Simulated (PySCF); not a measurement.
## Dipole polarisabilities along the 3d series, charge +2

Calculated with PySCF 2.14 for the ground configurations, without spin-orbit coupling: coupled response for Hartree-Fock and DFT. Mean α in bohr³, C₆ of like pairs in atomic units.

| species | α UHF | α PBE | α PBE0 | C₆ UHF | C₆ PBE | C₆ PBE0 |
| --- | --- | --- | --- | --- | --- | --- |
| Sc(2+) [Ar] 3d1 (aug-cc-pwCVTZ-DK with one added diffuse shell each of s, p, d, f, g type, spin-free X2C) | 4.449 | 5.207 | 4.878 | 13.39 | 15.20 | 14.42 |
| Cr(2+) [Ar] 3d4 (aug-cc-pwCVTZ-DK with one added diffuse shell each of s, p, d, f, g type, spin-free X2C) | 3.670 | 4.662 | 4.290 | 10.96 | 13.99 | 12.86 |
| Co(2+) [Ar] 3d7 (aug-cc-pwCVTZ-DK with one added diffuse shell each of s, p, d, f, g type, spin-free X2C) | 2.935 | 3.804 | 3.494 | 8.250 | 10.94 | 9.976 |
| Cu(2+) [Ar] 3d9 (aug-cc-pwCVTZ-DK with one added diffuse shell each of s, p, d, f, g type, spin-free X2C) | 2.507 | 3.290 | 3.015 | 6.717 | 9.086 | 8.252 |

Q: Fill in the row of Mn(2+) [Ar] 3d5 (aug-cc-pwCVTZ-DK with one added diffuse shell each of s, p, d, f, g type, spin-free X2C).

A: α UHF 3.282; α PBE 4.221; α PBE0 3.876; C₆ UHF 9.609; C₆ PBE 12.52; C₆ PBE0 11.45.
